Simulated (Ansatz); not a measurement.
Fe₃S₂, 5 atoms. Hardware: 4 threads of AMD EPYC 7B13 on a shared host.

Correlated methods freeze 25 core orbitals; core or outer-core shells of Fe are correlated, in sets that lack core-valence functions.

Task: How many basis functions does each of these Ansatz runs have, and roughly what does it cost? B97M-V/def2-TZVP, charge 0 singlet, energy, from earlier orbitals; BHLYP-D4/def2-TZVP, charge 0 singlet, energy, from earlier orbitals; B3LYP-D4/def2-TZVP, charge 0 singlet, energy, from earlier orbitals; HF/STO-3G, charge 0 singlet, energy; B3LYP-D4/def2-SVP, charge 0 singlet, relaxation, 15 steps; MP2/def2-TZVP, charge 0 singlet, energy, from earlier orbitals; PBE-D4/def2-SVP, charge 0 singlet, energy, from earlier orbitals; PBE-D4/def2-TZVP, charge 0 singlet, energy and forces, from earlier orbitals; PBE0-D4/def2-SVP, charge 0 singlet, energy, from earlier orbitals; r2SCAN-D4/def2-TZVP, charge 0 singlet, energy, from earlier orbitals; PBE0-D4/def2-TZVP, charge 0 singlet, energy, from earlier orbitals.

Result: Other jobs shared the machine, so times can vary by a factor of up to 3. A dash marks memory too small to be measured apart from the calling script's.

```tsv
run	functions	fitting or Cholesky vectors	wall time	peak host memory (GiB)
PBE-D4/def2-SVP, charge 0 singlet, energy, from earlier orbitals	129	1550	2.1 s	–
PBE-D4/def2-TZVP, charge 0 singlet, energy and forces, from earlier orbitals	209	1830	4 s	–
PBE0-D4/def2-SVP, charge 0 singlet, energy, from earlier orbitals	129	1321	5.5 s	–
HF/STO-3G, charge 0 singlet, energy	72	1092	6 s	–
r2SCAN-D4/def2-TZVP, charge 0 singlet, energy, from earlier orbitals	209	1830	8 s	–
B97M-V/def2-TZVP, charge 0 singlet, energy, from earlier orbitals	209	1830	12 s	0.55
B3LYP-D4/def2-TZVP, charge 0 singlet, energy, from earlier orbitals	209	2081	18 s	1.3
PBE0-D4/def2-TZVP, charge 0 singlet, energy, from earlier orbitals	209	2135	24 s	1.4
BHLYP-D4/def2-TZVP, charge 0 singlet, energy, from earlier orbitals	209	2289	37 s	1.4
B3LYP-D4/def2-SVP, charge 0 singlet, relaxation, 15 steps	129	1393	65 s	–
MP2/def2-TZVP, charge 0 singlet, energy, from earlier orbitals	209	1755	69 s	1.3
```
